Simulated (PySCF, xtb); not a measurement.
H2O3P, SMILES [P](O)(O)=O, multiplicity 2. Atoms are numbered in the order given.

```xyz
6

O      1.4970    -0.0612     0.5160
P      0.2220    -0.0072    -0.2885
O     -0.9478    -1.1521     0.0557
O     -0.6933     1.3374    -0.0087
H     -0.5489    -2.0461     0.0651
H     -1.6280     1.1600    -0.2417
```
Charge 0, spin multiplicity 2.

The structure is a stationary point at PBE-D3(BJ)/def2-SVP. The isomer is the one that the SMILES or the coordinates give; other isomers of the formula were not compared. The values are those of a single conformer.

Calculation: IEF-PCM-B3LYP/def2-SVP run with PySCF 2.14.0.

The values are the electrostatic part of the solvation free energy, E(continuum) − E(gas) at the gas-phase geometry, in a cavity of scaled van der Waals radii (PySCF's table); cavitation and dispersion terms are not included. The dipole moment in vacuum is 3.61 D.

| solvent | ε | ΔG(elec) (kcal/mol) | dipole (D) |
|---|---|---|---|
| water | 78.36 | -11.1 | 4.59 |
| chloroform | 4.71 | -7.8 | 4.29 |
| acetonitrile | 35.69 | -10.8 | 4.56 |

For comparison, GFN2-xTB/ALPB(water) (xtb, at the GFN2-xTB geometry, all terms of that model) gives -12.9 kcal/mol.
